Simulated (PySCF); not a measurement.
sulfur tetrafluoride anion (F4S), SMILES FS(F)(F)F (connectivity only; charge and spin as stated), charge -1, multiplicity 2.

Geometry optimised at r2SCAN-D4/def2-SVPD. The spin state was assumed, not searched.

Computed with PBE/def2-SVPD (PySCF).

Isolated molecule, no solvent. A positive occupied level means that this level leaves the electron formally unbound; only the finite basis holds it.

```json
{
  "total_energy": "-796.63732 hartree",
  "point_group": "Cs",
  "α spin, highest occupied and lowest empty level": "0.44 and 2.68 eV",
  "β spin, highest occupied and lowest empty level": "-2.32 and 1.60 eV",
  "dipole_moment_about_the_centre_of_nuclear_charge": "2.10 D",
  "mean_static_polarisability": "46.4 bohr³ (6.88 Å³)",
  "polarisability_principal_values": "37.8, 50.6, 50.8 bohr³",
  "⟨S²⟩": "0.753 (pure state 0.75)"
}
```
